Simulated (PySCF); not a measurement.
Working out the ionisation energy of O⁺

O⁺ [He] 2s2 2p3 (4S) → O²⁺ [He] 2s2 2p2 (3P). Computed with PySCF 2.14 in 6-31G*, with the non-relativistic Hamiltonian (point nucleus). Frozen: 1s2. Energies in hartree (1 hartree = 27.21139 eV):

```json
{"part": "UHF", "O⁺ (lower)": "-74.341075", "O²⁺ (upper)": "-73.067307"}
{"part": "CCSD correlation", "O⁺ (lower)": "-0.076074", "O²⁺ (upper)": "-0.069073"}
{"part": "(T)", "O⁺ (lower)": "-0.000540", "O²⁺ (upper)": "-0.000475"}
```

**Question.** What does Hartree-Fock give?

**Answer.** (-73.067307) − (-74.341075) = 1.273768 hartree = 34.661 eV.

**Question.** What do CCSD and CCSD(T) give?

**Answer.** The CCSD correlation energies differ by 0.007001 hartree = 0.191 eV and the triples by 0.000065 hartree = 0.002 eV, so CCSD gives 34.852 eV and CCSD(T) 34.854 eV.

Reference: 35.121 eV (measured; NIST Atomic Spectra Database, ionization energies), between the lowest levels; spin-orbit coupling is absent from the calculation.

What remains against the reference includes basis incompleteness, the frozen core and higher excitations.
